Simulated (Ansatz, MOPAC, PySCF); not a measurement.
Donor–acceptor adduct: GaH3 (SMILES [GaH3]) (first 4 atoms) with PH3 (SMILES P); geometry from B3LYP-D3(BJ)/def2-TZVP, rigid monomers moved along the line of their centres of mass till Ga1···P5 is 3.60 Å.
(charge 0, multiplicity 1):
```xyz
8

Ga    -0.46140     0.48940     0.71029
H     -1.53945     1.49702     1.26562
H     -0.95067    -0.79868    -0.05585
H      1.00394     1.01248     0.45528
P      0.23099    -1.13399     3.84662
H      1.18349    -2.17105     3.89027
H      0.72066    -0.36769     4.92251
H     -0.81192    -1.79157     4.52815
```

Monomers are frozen at their geometry in the pair; levels with a basis set take the counterpoise correction. Rows marked so take none.

Rows in 3-21G carry no dispersion term and start afresh at each structure; the Pople sets are all-electron and without relativity. The state reached by PM7 isn't checked; PM7 holds dispersion and hydrogen-bond terms.

Programs: Ansatz (Gaussian basis) for Hartree–Fock, density functionals and correlated methods; MOPAC for PM7 (differences of heats of formation); PySCF for 3-21G rows. Values without a source in brackets are computed.

One of these levels gives -341.3 meV for the interaction energy. Which one is it?
(A) PBE0/def2-TZVPPD
(B) PM7
(C) HF/3-21G (no counterpoise)

C, HF/3-21G (no counterpoise). The others give -120.4 (PM7), -258.5 (PBE0/def2-TZVPPD)

Ansatz is a program for electronic structure.
